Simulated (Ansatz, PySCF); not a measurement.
System: BH2, net charge 0, doublet state. SMILES: [BH2]
Geometry: optimised at B3LYP-D3(BJ)/def2-TZVP (Ansatz, a quantum-chemistry and plane-wave program).

B3LYP/6-31G* beside other levels, property by property. Set-up: valence correlation only; open shells spin-unrestricted; each state is the SCF solution reached for its charge and spin; no dispersion term unless named; no spin-orbit coupling; non-relativistic; atomisation electronic, to ground-state atoms; 6-31G* and kin with 6d, 5d where marked. CBS marks a two-point X^-3 extrapolation of the correlation energy; Hartree-Fock from the larger set (for Q and 5 zeta extrapolated as (X+1)exp(-9√X)). Ab initio and DFT rows: single points at B3LYP-D3(BJ) geometries (Ansatz), with unscaled harmonic terms from B3LYP/6-31G* at its own minima, enthalpies of formation by atomisation with measured atoms. Anions need diffuse functions, which STO-3G, LANL2DZ, def2-SVP, cc-pVDZ and Pople sets without + lack.

Coupled cluster (Ansatz) is a level with limits of its own, used here on species with T1 under 0.025 (0.045 for open shells) and stable references: (a) CCSD(T)/CBS(aug-cc-pVTZ,aug-cc-pVQZ); (b) CCSD(T)/CBS(cc-pVQZ,cc-pV5Z).

```tsv
property	B3LYP/6-31G* (Ansatz)	M06-2X/6-31G* (5d) (PySCF)	PBE0/def2-TZVPD (Ansatz)	wB97X-V/def2-TZVPD (Ansatz)	to compare with
atomisation energy (kcal/mol)	175.5	174.1	172.0	171.2	169.2 coupled cluster (b)
vertical electron affinity to the triplet (eV)	-0.89	-0.90	0.20	-0.05	0.23 coupled cluster (a)
vertical ionisation energy to the singlet (eV)	9.09	8.90	9.21	9.00	9.00 coupled cluster (a)
enthalpy of formation at 298 K (kcal/mol)	73.2	74.6	76.7	77.5	79.5 coupled cluster (b)
```

As the rows show:
- atomisation energy: B3LYP/6-31G* lies 6.3 kcal/mol above coupled cluster.
- vertical electron affinity to the triplet: B3LYP/6-31G* lies 1.12 eV below coupled cluster.
- vertical ionisation energy to the singlet: B3LYP/6-31G* lies 0.09 eV above coupled cluster.
- enthalpy of formation at 298 K: B3LYP/6-31G* lies 6.3 kcal/mol below coupled cluster.

The properties are those with a value to compare with, at most eight drawn at random. No case is left out for the size of its miss. Left out are saddle points of the reference geometry, anions that the best level run finds unbound, excited spin states, species near biochemistry, cases with under five habitual levels, runs that failed or whose electronic state is in doubt, and table entries that another table contradicts.
